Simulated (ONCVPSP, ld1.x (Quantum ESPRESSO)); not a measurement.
**Potentials for sulfur compared**

Generated with ld1.x 7.5 (TM, RRKJ, ultrasoft, PAW), atompaw 4.2 or ONCVPSP 4.0.1. The cutoff is in Ry: for ld1.x and atompaw files where the sum of valence levels is converged to 10 mRy in a Bessel basis, for ONCV files where the hardest occupied wave has 1 mHa per electron of residual kinetic energy. The error is the largest all-electron minus pseudo excitation energy over each file’s own four to seven test configurations (ionisations up to +4, promotions, holes and added fractions of an electron), all of which were solved. The labels leave out finer settings (local radius, basis sizes, second energies), which also bear on the numbers. Spin-polarised tests are not counted. The rows are a selection from randomly drawn settings: files with unsolved tests, undetermined cutoffs or missed reference levels are left out.

| potential | cutoff (Ry) | largest error (meV) | bound ghosts |
| --- | --- | --- | --- |
| RRKJ, PBE, scalar-relativistic, rc 1.50/1.45/1.25 (spd), local p, core correction yes, reference 3s2 3p4 | 30 | +55 | none |
| ONCV, LDA (Perdew-Wang 92), scalar-relativistic, rc 0.70/0.75 (sp), local smoothed, core correction yes, reference 2s2 2p6 3s2 3p2, qcut 16.6/17.7, projectors 2/3 | 269 | +6.2 | none |
| TM, PBE, scalar-relativistic, rc 1.50/1.50 (sp), local smoothed, core correction yes, reference 3s2 3p4 | 35 | +100 | none |
| ONCV, PBEsol, scalar-relativistic, rc 0.75/0.90 (sp), local smoothed, core correction yes, reference 2s2 2p6 3s2 3p4, qcut 19.5/14.8, projectors 2/2 | 216 | +10.0 | none |
| TM, PBEsol, non-relativistic, rc 1.40/1.35 (sp), local smoothed, core correction yes, reference 3s2 3p4 | 40 | +111 | none |
| ultrasoft, PBEsol, non-relativistic, rc 1.55/1.20/1.65 (spd), local smoothed, core correction no, reference 3s2 3p3.5 | 25 | +48 | none |

**Question.** Fill in the row for S: TM, LDA (PZ), non-relativistic, rc 1.15/1.65/1.30 (spd), local smoothed, core correction no, reference 3s2 3p2.5.

**Answer.** cutoff 55 Ry, largest error +330 meV, bound ghosts: none.

**Question.** Fill in the row for S: ONCV, BLYP, fully relativistic, rc 1.50/1.70/1.50 (spd), local d, core correction yes, reference 3s1 3p5, qcut 4.5/4.2/6.3, projectors 2/2/0.

**Answer.** cutoff 37 Ry, largest error +85 meV, bound ghosts: none.
